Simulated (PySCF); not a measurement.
CH4NO (SMILES [NH3+]C=O), charge +1, singlet, at a GFN2-xTB geometry; PySCF with CASSCF(8,7)/6-31G*.

The PySCF input:
```python
from pyscf import gto, scf, mcscf
import numpy

mol = gto.M(
    atom='''
N    -1.082818    0.234667    0.150296
C     0.406267    0.246821   -0.262982
O     1.099767   -0.617944    0.081543
H    -1.316227    1.074420    0.701856
H    -1.693094    0.221205   -0.681127
H    -1.268703   -0.608006    0.720828
H     0.622010    1.132339   -0.868083
''',
    basis='6-31g*',
    charge=1,
    spin=0,
    verbose=4,
)

mf = scf.RHF(mol)
mf.kernel()
mc = mcscf.CASSCF(mf, 7, 8)
mc.fix_spin_(ss=0.0)
mc.kernel()
occ = numpy.linalg.eigvalsh(mc.fcisolver.make_rdm1(mc.ci, mc.ncas, mc.nelecas))[::-1]
ss = mc.fcisolver.spin_square(mc.ci, mc.ncas, mc.nelecas)[0]
print('natural occupations', occ.round(4), ' <S^2>', round(ss, 4))
```

What the program printed (banner, timings and long lists left out):

```
PySCF version 2.14.0

[INPUT] verbose = 4
[INPUT] num. atoms = 7
[INPUT] num. electrons = 24
[INPUT] charge = 1
[INPUT] spin (= nelec alpha-beta = 2S) = 0
[INPUT] symmetry False subgroup None
[INPUT] Mole.unit = angstrom
[INPUT] Symbol           X                Y                Z      unit          X                Y                Z       unit  Magmom
[...]
nuclear repulsion = 76.8795732724115
number of shells = 26
number of NR pGTOs = 97
number of NR cGTOs = 50
basis = 6-31g*
ecp = {}

******** <class 'pyscf.scf.hf.RHF'> ********
method = RHF
initial guess = minao
damping factor = 0
level_shift factor = 0
DIIS = <class 'pyscf.scf.diis.CDIIS'>
diis_start_cycle = 1
diis_space = 8
diis_damp = 0
SCF conv_tol = 1e-09
SCF conv_tol_grad = None
SCF max_cycles = 50
direct_scf = True
direct_scf_tol = 1e-13
Set gradient conv threshold to 3.16228e-05
Initial guess from minao.
init E= -169.931990921105
[...]
cycle= 1 E= -169.055839819485  delta_E= 0.876  |g|= 0.827  |ddm|= 2.26
[...]
cycle= 2 E= -169.137408553771  delta_E= -0.0816  |g|= 0.713  |ddm|= 1.08
[...]
cycle= 3 E= -169.23034559919  delta_E= -0.0929  |g|= 0.063  |ddm|= 0.459
[...]
cycle= 4 E= -169.232147381323  delta_E= -0.0018  |g|= 0.028  |ddm|= 0.0802
[...]
cycle= 5 E= -169.232508054111  delta_E= -0.000361  |g|= 0.0117  |ddm|= 0.0411
[...]
cycle= 6 E= -169.23262640003  delta_E= -0.000118  |g|= 0.0054  |ddm|= 0.0284
[...]
cycle= 7 E= -169.232644561522  delta_E= -1.82e-05  |g|= 0.0013  |ddm|= 0.0131
[...]
cycle= 8 E= -169.23264526726  delta_E= -7.06e-07  |g|= 0.000221  |ddm|= 0.00223
[...]
cycle= 9 E= -169.232645286573  delta_E= -1.93e-08  |g|= 2.94e-05  |ddm|= 0.000362
[...]
cycle= 10 E= -169.232645287053  delta_E= -4.8e-10  |g|= 8.46e-06  |ddm|= 6.48e-05
[...]
Extra cycle  E= -169.232645287085  delta_E= -3.26e-11  |g|= 3.4e-06  |ddm|= 1.3e-05
converged SCF energy = -169.232645287085

******** <class 'pyscf.mcscf.mc1step.CASSCF'> ********
CAS (4e+4e, 7o), ncore = 8, nvir = 35
max_cycle_macro = 50
max_cycle_micro = 4
conv_tol = 1e-07
conv_tol_grad = None
orbital rotation max_stepsize = 0.02
orbital rotation threshold for CI restart = 0.01
augmented hessian ah_max_cycle = 30
augmented hessian ah_conv_tol = 1e-12
augmented hessian ah_linear dependence = 1e-14
augmented hessian ah_level shift = 1e-08
augmented hessian ah_start_tol = 2.5
augmented hessian ah_start_cycle = 3
augmented hessian ah_grad_trust_region = 3
kf_trust_region = 3
kf_interval = 4
ci_response_space = 4
ci_grad_trust_region = 3
with_dep4 0
[...]
CASCI E = -169.255398522684  S^2 = 0.0000000
[...]
               |grad[o]|=0.00444  |grad[c]|=0.00265  |ddm|=0.00176  |maxRot[o]|=0.0689
macro iter  15 ( 21 JK    4 micro), CASSCF E = -169.347977068709  dE = -7.18223762e-05  S^2 = 0.0000000
               |grad[o]|=0.00379  |grad[c]|=0.00422  |ddm|=0.000747  |maxRot[o]|=0.0276
macro iter  16 ( 21 JK    4 micro), CASSCF E = -169.348010841396  dE = -3.37726870e-05  S^2 = 0.0000000
               |grad[o]|=0.00292  |grad[c]|=0.00472  |ddm|=0.000643  |maxRot[o]|=0.0223
macro iter  17 (  7 JK    2 micro), CASSCF E = -169.348259460355  dE = -2.48618959e-04  S^2 = 0.0000000
               |grad[o]|=0.00248  |grad[c]|=0.00113  |ddm|=0.00127  |maxRot[o]|=0.0601
macro iter  18 (  7 JK    2 micro), CASSCF E = -169.348470356678  dE = -2.10896323e-04  S^2 = 0.0000000
               |grad[o]|=0.00185  |grad[c]|=0.00401  |ddm|=0.0011  |maxRot[o]|=0.0647
macro iter  19 (  7 JK    2 micro), CASSCF E = -169.348610266163  dE = -1.39909485e-04  S^2 = 0.0000000
               |grad[o]|=0.00128  |grad[c]|=0.00803  |ddm|=0.000797  |maxRot[o]|=0.0672
macro iter  20 (  6 JK    2 micro), CASSCF E = -169.348650752884  dE = -4.04867206e-05  S^2 = 0.0000000
               |grad[o]|=0.000808  |grad[c]|=0.00481  |ddm|=0.000501  |maxRot[o]|=0.0437
macro iter  21 ( 15 JK    4 micro), CASSCF E = -169.348650262176  dE =  4.90707947e-07  S^2 = 0.0000000
               |grad[o]|=0.00049  |grad[c]|=0.0014  |ddm|=0.000441  |maxRot[o]|=0.0427
macro iter  22 ( 14 JK    3 micro), CASSCF E = -169.348653874545  dE = -3.61236900e-06  S^2 = 0.0000000
               |grad[o]|=0.00108  |grad[c]|=0.00107  |ddm|=0.000149  |maxRot[o]|=0.0119
macro iter  23 (  5 JK    1 micro), CASSCF E = -169.348654723886  dE = -8.49341461e-07  S^2 = 0.0000000
               |grad[o]|=0.000128  |grad[c]|=0.000619  |ddm|=5.73e-05  |maxRot[o]|=0.00869
macro iter  24 (  6 JK    1 micro), CASSCF E = -169.348654794001  dE = -7.01147371e-08  S^2 = 0.0000000
               |grad[o]|=6.64e-05  |grad[c]|=0.000185  |ddm|=2.31e-05  |maxRot[o]|=0.00215
1-step CASSCF converged in  24 macro (399 JK  81 micro) steps
CASSCF canonicalization
Density matrix diagonal elements [1.98674016 1.98433965 1.94423018 1.98121398 0.05775006 0.02469934
 0.02102663]
CASSCF energy = -169.348654794001
CASCI E = -169.348654794001  E(CI) = -26.0910788038669  S^2 = 0.0000000
natural occupations [1.9973 1.9798 1.9769 1.9444 0.0579 0.0231 0.0207]  <S^2> 0.0
```
